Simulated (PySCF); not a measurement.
C3H7BO3, SMILES O(C)B1OCOC1. Atoms are numbered in the order given.

```xyz
14

C     -2.6527     0.0081     0.2146
O     -1.5328     0.7168    -0.2402
B     -0.2765     0.2600    -0.1006
C      0.3139    -1.0635     0.5529
O      1.6609    -1.0091     0.1037
C      1.9683     0.3172    -0.1888
O      0.7849     0.9863    -0.5531
H     -3.1442     0.5664     1.0272
H     -2.3950    -0.9971     0.5884
H     -3.3749    -0.1032    -0.6089
H      0.2529    -1.0567     1.6622
H     -0.1349    -2.0102     0.2126
H      2.4086     0.8374     0.6885
H      2.6885     0.3412    -1.0225
```
Charge 0, spin multiplicity 1.

The structure is a stationary point at PBE0-D3(BJ)/def2-SVP. This is a generated structure with no PubChem entry under its InChIKey; it may be hypothetical. The values are those of a single conformer.

Two levels are set side by side: PBE/pcSseg-1 (PySCF) and KT2/pcSseg-1 (PySCF). GIAO shifts against BF3 (¹¹B), H2O (¹⁷O), TMS (¹H), TMS (¹³C) at the same level; non-relativistic, no solvent, atoms listed together averaged. Differences are taken from unrounded values.

```csv
quantity,PBE
δ(¹³C) of C1 (ppm),60.2
δ(¹⁷O) of O2 (ppm),113.6
δ(¹¹B) of B3 (ppm),20.5
δ(¹³C) of C4 (ppm),57.6
δ(¹⁷O) of O5 (ppm),67.1
δ(¹³C) of C6 (ppm),105.8
δ(¹⁷O) of O7 (ppm),196.4
```

**Question.** These are the PBE values. What does KT2 give? (An estimate is asked for; the answer gives what the named calculation found.)

**Answer.** 
```json
[
 {"quantity": "δ(¹³C) of C1 (ppm)", "KT2": "59.5", "PBE minus KT2": "0.7"},
 {"quantity": "δ(¹⁷O) of O2 (ppm)", "KT2": "103.9", "PBE minus KT2": "9.7"},
 {"quantity": "δ(¹¹B) of B3 (ppm)", "KT2": "19.8", "PBE minus KT2": "0.7"},
 {"quantity": "δ(¹³C) of C4 (ppm)", "KT2": "54.7", "PBE minus KT2": "2.9"},
 {"quantity": "δ(¹⁷O) of O5 (ppm)", "KT2": "62.6", "PBE minus KT2": "4.5"},
 {"quantity": "δ(¹³C) of C6 (ppm)", "KT2": "102.8", "PBE minus KT2": "3.0"},
 {"quantity": "δ(¹⁷O) of O7 (ppm)", "KT2": "185.2", "PBE minus KT2": "11.2"}
]
```

Rough cost on one machine, each run with all the roots and properties that it gave: KT2 against PBE within a factor of 2.
